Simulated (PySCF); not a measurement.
Species: C5H6F2O2.
Numbering: `[CH3:1][CH2:2][O:3][C:4](=[O:5])[CH:6]=[C:7]([F:8])[F:9]` (hydrogens: H10, H11, H12 on C1; H13, H14 on C2; H15 on C6)

The same species was optimised twice, with GFN2-xTB and with PBE0-D3(BJ)/def2-SVP (PySCF), and the same property calculations (PySCF, gas phase) were run on both structures.

| coordinate | GFN2-xTB | PBE0-D3(BJ)/def2-SVP | change |
| --- | --- | --- | --- |
| C7–F9 (Å) | 1.324 | 1.305 | -0.019 |
| C7–F8 (Å) | 1.314 | 1.297 | -0.017 |
| C4–C6 (Å) | 1.482 | 1.470 | -0.012 |
| C6=C7 (Å) | 1.324 | 1.336 | +0.012 |
| C1–C2 (Å) | 1.522 | 1.512 | -0.010 |
| O3–C4 (Å) | 1.331 | 1.338 | +0.007 |
| C2–O3 (Å) | 1.430 | 1.427 | -0.003 |
| C4=O5 (Å) | 1.204 | 1.206 | +0.002 |
| C4–C6–C7 (°) | 125.6 | 126.9 | +1.3 |
| F8–C7–F9 (°) | 109.1 | 110.3 | +1.2 |
| O3–C4–O5 (°) | 125.0 | 124.1 | -0.9 |
| O3–C4–C6 (°) | 112.4 | 113.2 | +0.8 |
| C6–C7–F8 (°) | 127.5 | 126.9 | -0.6 |
| C6–C7–F9 (°) | 123.4 | 122.8 | -0.6 |
| C2–O3–C4 (°) | 117.1 | 116.9 | -0.2 |
| O5–C4–C6 (°) | 122.6 | 122.7 | +0.1 |
| C1–C2–O3–C4 (°) | -81 | -84 | -3 |
| C2–O3–C4–O5 (°) | -1 | 0 | +1 |
| O3–C4–C6–C7 (°) | -3 | -1 | +2 |

Rotational constants: A = 3393, B = 896.2, C = 753.2 MHz (GFN2-xTB) against A = 3411, B = 888.2, C = 748.8 MHz (PBE0-D3(BJ)/def2-SVP). Point groups within 0.08 Å: C1 and C1.

On the GFN2-xTB structure: HOMO (eV) -8.23 [PBE0/pcSseg-1]; LUMO (eV) -1.14 [PBE0/pcSseg-1]; dipole (D) 1.44 [PBE0/pcSseg-1]; GIAO shielding of C1 (ppm) 170.4 [PBE0/pcSseg-1]; GIAO shielding of C2 (ppm) 123.4 [PBE0/pcSseg-1]; GIAO shielding of O3 (ppm) 124.1 [PBE0/pcSseg-1]; GIAO shielding of C4 (ppm) 18.6 [PBE0/pcSseg-1]; GIAO shielding of O5 (ppm) -101.4 [PBE0/pcSseg-1]; GIAO shielding of C6 (ppm) 102.8 [PBE0/pcSseg-1]; GIAO shielding of C7 (ppm) 10.5 [PBE0/pcSseg-1]; GIAO shielding of F8 (ppm) 227.5 [PBE0/pcSseg-1].

Question: What do these properties become on the PBE0-D3(BJ)/def2-SVP structure?

Answer: 
```
                                    property          level  on GFN2-xTB  on PBE0-D3(BJ)/def2-SVP  change
                                   HOMO (eV)  PBE0/pcSseg-1        -8.23                    -8.13   +0.10
                                   LUMO (eV)  PBE0/pcSseg-1        -1.14                    -1.16   -0.02
                                  dipole (D)  PBE0/pcSseg-1         1.44                     1.50   +0.06
energy, GFN2-xTB geometry as zero (kcal/mol)  PBE0/pcSseg-1          0.0                     -0.4    -0.4
                  GIAO shielding of C1 (ppm)  PBE0/pcSseg-1        170.4                    168.6    -1.8
                  GIAO shielding of C2 (ppm)  PBE0/pcSseg-1        123.4                    123.8    +0.4
                  GIAO shielding of O3 (ppm)  PBE0/pcSseg-1        124.1                    122.5    -1.6
                  GIAO shielding of C4 (ppm)  PBE0/pcSseg-1         18.6                     17.9    -0.7
                  GIAO shielding of O5 (ppm)  PBE0/pcSseg-1       -101.4                   -103.7    -2.3
                  GIAO shielding of C6 (ppm)  PBE0/pcSseg-1        102.8                    103.2    +0.4
                  GIAO shielding of C7 (ppm)  PBE0/pcSseg-1         10.5                     12.4    +1.9
                  GIAO shielding of F8 (ppm)  PBE0/pcSseg-1        227.5                    230.6    +3.1
```

The heavy atoms differ by 0.024 Å rms after alignment. Among bonds between heavy atoms C7–F9 changes most (-0.019 Å). Changes are differences of the printed values. Neither structure is proved a minimum here.

Conformer computed: `[CH3:1][CH2:2][O:3][C:4](=[O:5])[CH:6]=[C:7]([F:8])[F:9]`: C1–C2–O3–C4 -84°, C2–O3–C4–O5 0°, O3–C4–C6–C7 -1°.
